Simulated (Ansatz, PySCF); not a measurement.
Al(Me)(OMe)(NH2) (C2H8AlNO), SMILES [Al]([CH3])([O]C)[NH2]. Atoms are numbered in the order given.

```xyz
13

Al     0.1353     0.2096     0.4221
C      1.3431    -0.2612     1.8692
H      1.0511    -1.2213     2.3252
H      1.3683     0.4967     2.6678
H      2.3716    -0.3889     1.4938
O     -0.0183    -0.8710    -0.8849
C     -0.6926    -0.9984    -2.0847
H     -1.3299    -0.1242    -2.3263
H      0.0144    -1.1256    -2.9256
H     -1.3508    -1.8872    -2.0796
N     -0.8058     1.7136     0.4125
H     -0.7746     2.4134     1.1450
H     -1.4500     2.0084    -0.3122
```

Geometry optimised at PBE0-D3(BJ)/def2-SVP. One conformer was computed; it need not be the lowest.

Two levels are set side by side: PBE-D3(BJ)/def2-SVP (Ansatz, a quantum-chemistry and plane-wave program) and PBE0-D3(BJ)/def2-SVP (Ansatz). Each level has its own optimised geometry; the coordinates shown are those of the second. Frequencies come from the Hessian of PySCF at each geometry. Differences are taken from unrounded values.

```csv
quantity,PBE0-D3(BJ)
mean bond length (Å),1.288
bond Al1–C2 (Å),1.943
bond Al1–O6 (Å),1.703
bond Al1–N11 (Å),1.774
bond O6–C7 (Å),1.382
bond C2–H3 (Å),1.102
bond C2–H4 (Å),1.101
bond C2–H5 (Å),1.102
bond C7–H8 (Å),1.108
bond C7–H9 (Å),1.106
bond C7–H10 (Å),1.106
bond N11–H12 (Å),1.014
bond N11–H13 (Å),1.013
highest harmonic wavenumber (cm⁻¹),3711
mean harmonic wavenumber (cm⁻¹),1373
zero-point energy (kcal/mol),64.77
```

Question: What does PBE-D3(BJ) give, and how far is it from PBE0-D3(BJ)? (Estimate from the structure and the level; the computed values follow.)

Answer: 
```csv
quantity,PBE-D3(BJ),PBE-D3(BJ) minus PBE0-D3(BJ)
mean bond length (Å),1.298,0.010
bond Al1–C2 (Å),1.953,0.010
bond Al1–O6 (Å),1.720,0.018
bond Al1–N11 (Å),1.787,0.012
bond O6–C7 (Å),1.395,0.013
bond C2–H3 (Å),1.110,0.008
bond C2–H4 (Å),1.109,0.008
bond C2–H5 (Å),1.110,0.008
bond C7–H8 (Å),1.118,0.010
bond C7–H9 (Å),1.115,0.009
bond C7–H10 (Å),1.116,0.009
bond N11–H12 (Å),1.022,0.009
bond N11–H13 (Å),1.022,0.009
highest harmonic wavenumber (cm⁻¹),3593,-118
mean harmonic wavenumber (cm⁻¹),1327,-46
zero-point energy (kcal/mol),62.62,-2.15
```

Exact exchange shortens and stiffens bonds; PBE has none. Differences between two approximate levels are no errors against the true value.
